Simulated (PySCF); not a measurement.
C$_{2}$H$_{3}$N, charge +1, doublet, at a GFN2-xTB geometry (a state made from the parent by changing its charge; the spin is typed, not shown lowest); B3LYP/pcseg-1 (PySCF).

Here is a job for PySCF.
```python
from pyscf import gto, scf, dft

mol = gto.Mole()
mol.atom = '''
    C    -1.139223    0.027826   -0.007631
    C     0.262827   -0.099802    0.030018
    N     1.398719    0.028950   -0.009729
    H    -1.509626   -0.669901   -0.780551
    H    -1.508376   -0.124172    1.022927
    H    -1.514653    1.023279   -0.308593
'''
mol.basis = 'pcseg-1'
mol.charge = 1
mol.spin = 1
mol.verbose = 4
mol.build()

mf = dft.UKS(mol)
mf.xc = 'b3lyp'
mf.kernel()
```

Task: What does PySCF print? Leave out banner, timings and long lists.

Result: 
```
PySCF version 2.14.0

[INPUT] verbose = 4
[INPUT] num. atoms = 6
[INPUT] num. electrons = 21
[INPUT] charge = 1
[INPUT] spin (= nelec alpha-beta = 2S) = 1
[INPUT] symmetry False subgroup None
[INPUT] Mole.unit = angstrom
[INPUT] Symbol           X                Y                Z      unit          X                Y                Z       unit  Magmom
[INPUT]  1 C     -1.139223000000   0.027826000000  -0.007631000000 AA   -2.152819464805   0.052583519142  -0.014420500057 Bohr   0.0
[INPUT]  2 C      0.262827000000  -0.099802000000   0.030018000000 AA    0.496671048141  -0.188598446684   0.056725798807 Bohr   0.0
[INPUT]  3 N      1.398719000000   0.028950000000  -0.009729000000 AA    2.643195835226   0.054707571306  -0.018385145466 Bohr   0.0
[INPUT]  4 H     -1.509626000000  -0.669901000000  -0.780551000000 AA   -2.852779690523  -1.265929420572  -1.475027616255 Bohr   0.0
[INPUT]  5 H     -1.508376000000  -0.124172000000   1.022927000000 AA   -2.850417532867  -0.234651072339   1.933051875423 Bohr   0.0
[INPUT]  6 H     -1.514653000000   1.023279000000  -0.308593000000 AA   -2.862279343751   1.933717059019  -0.583156253958 Bohr   0.0

nuclear repulsion = 59.4288136397087
number of shells = 15
number of NR pGTOs = 96
number of NR cGTOs = 57
basis = pcseg-1
ecp = {}

******** <class 'pyscf.dft.uks.UKS'> ********
method = UKS
initial guess = minao
damping factor = 0
level_shift factor = 0
DIIS = <class 'pyscf.scf.diis.CDIIS'>
diis_start_cycle = 1
diis_space = 8
diis_damp = 0
SCF conv_tol = 1e-09
SCF conv_tol_grad = None
SCF max_cycles = 50
direct_scf = True
direct_scf_tol = 1e-13
number electrons alpha = 11  beta = 10
XC library pyscf.dft.libxc version 7.1.2
    S. Lehtola, C. Steigemann, M. J. T. Oliveira, and M. A. L. Marques,  SoftwareX 7, 1–5 (2018)
XC functionals = b3lyp
    P. J. Stephens, F. J. Devlin, C. F. Chabalowski, and M. J. Frisch,  J. Phys. Chem. 98, 11623 (1994)
radial grids:
    Treutler-Ahlrichs [JCP 102, 346 (1995); DOI:10.1063/1.469408] (M4) radial grids

becke partition: Becke, JCP 88, 2547 (1988); DOI:10.1063/1.454033
pruning grids: <function nwchem_prune>
grids dens level: 3
symmetrized grids: False
atomic radii adjust function: <function treutler_atomic_radii_adjust>
small_rho_cutoff = 0
Set gradient conv threshold to 3.16228e-05
tot grids = 71568
init E= -132.983502414972

cycle= 1 E= -132.253138549405  delta_E= 0.73  |g|= 0.209  |ddm|= 1.74
cycle= 2 E= -132.232767575732  delta_E= 0.0204  |g|= 0.321  |ddm|= 0.467
cycle= 3 E= -132.278492204652  delta_E= -0.0457  |g|= 0.0729  |ddm|= 0.26
cycle= 4 E= -132.280308495007  delta_E= -0.00182  |g|= 0.0347  |ddm|= 0.077
cycle= 5 E= -132.281014970575  delta_E= -0.000706  |g|= 0.00836  |ddm|= 0.0382
cycle= 6 E= -132.281088086824  delta_E= -7.31e-05  |g|= 0.00389  |ddm|= 0.0128
cycle= 7 E= -132.281122516804  delta_E= -3.44e-05  |g|= 0.00223  |ddm|= 0.0113
cycle= 8 E= -132.281145565472  delta_E= -2.3e-05  |g|= 0.00123  |ddm|= 0.0122
cycle= 9 E= -132.281157646009  delta_E= -1.21e-05  |g|= 0.000585  |ddm|= 0.0127
cycle= 10 E= -132.281159540976  delta_E= -1.89e-06  |g|= 0.000163  |ddm|= 0.00578
cycle= 11 E= -132.281159639437  delta_E= -9.85e-08  |g|= 6.37e-05  |ddm|= 0.00115
cycle= 12 E= -132.281159648541  delta_E= -9.1e-09  |g|= 3.01e-05  |ddm|= 0.000332
cycle= 13 E= -132.281159650109  delta_E= -1.57e-09  |g|= 1.54e-05  |ddm|= 8.83e-05
cycle= 14 E= -132.281159650265  delta_E= -1.56e-10  |g|= 9.53e-06  |ddm|= 2.88e-05
Extra cycle  E= -132.281159650141  delta_E= 1.24e-10  |g|= 1.95e-05  |ddm|= 2.26e-05
converged SCF energy = -132.281159650141  <S^2> = 0.75537585  2S+1 = 2.0053686
```
